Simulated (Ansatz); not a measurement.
The molecule CsBr, closed-shell singlet (the spin of the measured ground state). No spin–orbit coupling. Br is treated without relativity.

D_e counts from the fitted minimum to each atom's lowest state at the same level, without counterpoise. The singlet is restricted.

Correlated levels freeze the inner cores; with def2 sets outer-core shells near the valence are correlated too.

Codes used: Ansatz (a program for electronic structure). Values without a source in brackets are computed. In def2 rows elements past Kr take small-core potentials, without spin–orbit coupling.

PBE/def2-TZVPP gives 4.049 eV for the bond energy D_e.

Question: Where do these levels fall relative to PBE: r2SCAN/def2-TZVPP, B3LYP/def2-TZVPP, wB97M-V/def2-TZVPP, B2PLYP/def2-TZVPP, CCSD(T)/def2-QZVPP.

Answer: r2SCAN/def2-TZVPP 0.167; B3LYP/def2-TZVPP -0.098; wB97M-V/def2-TZVPP 0.114; B2PLYP/def2-TZVPP -0.068; CCSD(T)/def2-QZVPP 0.042 eV. 3 of 5 lie above PBE; the widest gap is to r2SCAN/def2-TZVPP.
